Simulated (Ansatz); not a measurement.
Ansatz (a first-principles code) input (B3LYP-D3(BJ)/def2-TZVP):

Ansatz 0.2 input:
```yaml
crystal:
  periodic: [false, false, false]
  atoms:
    - {symbol: Si, position_ang: [0.64082742, 0.01555990, -0.12417151]}
    - {symbol: Cl, position_ang: [1.17940041, 1.82733338, -0.83870189]}
    - {symbol: Cl, position_ang: [1.13610109, -1.42417377, -1.45397325]}
    - {symbol: Cl, position_ang: [1.67838143, -0.32299738, 1.59216405]}
    - {symbol: C, position_ang: [-1.17809474, -0.01964005, 0.19872174]}
    - {symbol: H, position_ang: [-1.73594450, 0.86599921, 0.44551938]}
    - {symbol: H, position_ang: [-1.74989843, -0.92972078, 0.16483383]}
basis:
  gaussian:
    orbitals: def2-TZVP
hamiltonian:
  xc: b3lyp
  dispersion: d3bj
magnetization: {spin_polarized: true, initial_magnetization: 1}
relax: {f_tol: 0.002, max_steps: 150}
```

End of the output:

```
mean field -46521.65706892 eV, -1709.6393637711 hartree, gradient 1.6e-5 eV, S^2 0.753483; 0 other end points of the search recorded, 0 dependent functions left out
the calculation of the forces begins
reference -46521.65735238 eV, -1709.6393741881 hartree; 37, 36 occupied and 154, 155 virtual orbitals, 1318 factors
relax step   3: F+E_penalty+E_count = -46522.13679055 eV  Δ(F+E_penalty+E_count) = -1.394e-3 eV  max|allowed force component| = 1.256e-1 eV/Å  Δτ_max = 0.0358 Å  (32 SCF iters, accepted)
these checks for a lower state are left out or cut short: starts, cluster_reference, orbital_swaps, neighbouring_geometries, increment
integrals: 0.14 GiB planned
1318 factors; their error is unknown
mean field: 1.84 GiB planned
mean field evaluation 32: about -46521.5440 eV, gradient 1.0e0 eV
mean field -46521.65688083 eV, -1709.6393568589 hartree, gradient 1.3e-5 eV, S^2 0.753453; 0 other end points of the search recorded, 0 dependent functions left out
the calculation of the forces begins
reference -46521.65716415 eV, -1709.6393672708 hartree; 37, 36 occupied and 154, 155 virtual orbitals, 1318 factors
relax step   4: F+E_penalty+E_count = -46522.13758113 eV  Δ(F+E_penalty+E_count) = -7.906e-4 eV  max|allowed force component| = 1.851e-1 eV/Å  Δτ_max = 0.0205 Å  (33 SCF iters, accepted)
these checks for a lower state are left out or cut short: starts, cluster_reference, orbital_swaps, neighbouring_geometries, increment
integrals: 0.14 GiB planned
1318 factors; their error is unknown
mean field: 1.84 GiB planned
mean field -46521.65865138 eV, -1709.6394219253 hartree, gradient 1.3e-5 eV, S^2 0.753457; 0 other end points of the search recorded, 0 dependent functions left out
the calculation of the forces begins
reference -46521.65893465 eV, -1709.6394323354 hartree; 37, 36 occupied and 154, 155 virtual orbitals, 1318 factors
relax step   5: F+E_penalty+E_count = -46522.13895713 eV  Δ(F+E_penalty+E_count) = -1.376e-3 eV  max|allowed force component| = 1.434e-2 eV/Å  Δτ_max = 0.0126 Å  (34 SCF iters, accepted)
these checks for a lower state are left out or cut short: starts, cluster_reference, orbital_swaps, neighbouring_geometries, increment
integrals: 0.14 GiB planned
1318 factors; their error is unknown
mean field: 1.84 GiB planned
mean field -46521.65861095 eV, -1709.6394204398 hartree, gradient 1.2e-5 eV, S^2 0.753458; 0 other end points of the search recorded, 0 dependent functions left out
the calculation of the forces begins
reference -46521.65889422 eV, -1709.6394308497 hartree; 37, 36 occupied and 154, 155 virtual orbitals, 1318 factors
relax step   6: F+E_penalty+E_count = -46522.13896576 eV  Δ(F+E_penalty+E_count) = -8.630e-6 eV  max|allowed force component| = 1.314e-3 eV/Å  Δτ_max = 0.0024 Å  (26 SCF iters, accepted)
integrals: 0.14 GiB planned
1318 factors; their error is unknown
mean field: 1.84 GiB planned
mean field evaluation 64: about -46521.6586 eV, gradient 4.6e-3 eV
mean field -46521.65861095 eV, -1709.6394204398 hartree, gradient 1.5e-5 eV, S^2 0.753458; 1 other end points of the search recorded, 0 dependent functions left out
the calculation of the forces begins
reference -46521.65889422 eV, -1709.6394308497 hartree; 37, 36 occupied and 154, 155 virtual orbitals, 1318 factors
Total energy: -46522.13924903 eV, -1709.6570835632 hartree
Atom 0 at     0.619598     0.015093    -0.117530 Å, force    -0.000679     0.000127    -0.000495 eV/Å
Atom 1 at     1.175586     1.844550    -0.847363 Å, force    -0.000071    -0.000076    -0.000171 eV/Å
Atom 2 at     1.131657    -1.437385    -1.465870 Å, force    -0.000240     0.000200     0.000026 eV/Å
Atom 3 at     1.672445    -0.326303     1.609696 Å, force     0.001314    -0.000230     0.001290 eV/Å
Atom 4 at    -1.170799    -0.018633     0.191693 Å, force     0.000262     0.000121    -0.000540 eV/Å
Atom 5 at    -1.721571     0.876885     0.451141 Å, force    -0.000216    -0.000449    -0.000041 eV/Å
Atom 6 at    -1.736145    -0.941845     0.162626 Å, force    -0.000370     0.000308    -0.000068 eV/Å
Dipole moment:    -0.385134    -0.007597     0.069936 e Å
```

It need not be the lowest isomer of its formula.
